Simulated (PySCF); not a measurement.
# Correlation energy of Co+ (cobalt, charge +1)

[Ar] 3d7 4p1, one real determinant (an excited configuration). Calculation: PySCF 2.14, in def2-TZVPPD (6s6p4d2f1g, 67 functions); the non-relativistic Hamiltonian (point nucleus). Frozen: [Ar]; 8 electrons correlated.

```csv
level,correlation energy (mhartree)
CCSD,-192.11
(T),-4.40
CCSD(T),-196.51
```

Diagnostics: T1 = 0.012, D1 = 0.0350, largest double amplitude 0.032.

The real determinant used has ⟨L²⟩ near 14 against 20 for a pure G term, so it mixes terms.

Cost of the coupled-cluster step: roughly 10 core-seconds, for 8 correlated electrons.

The reference is one real determinant that mixes LS terms of this configuration.
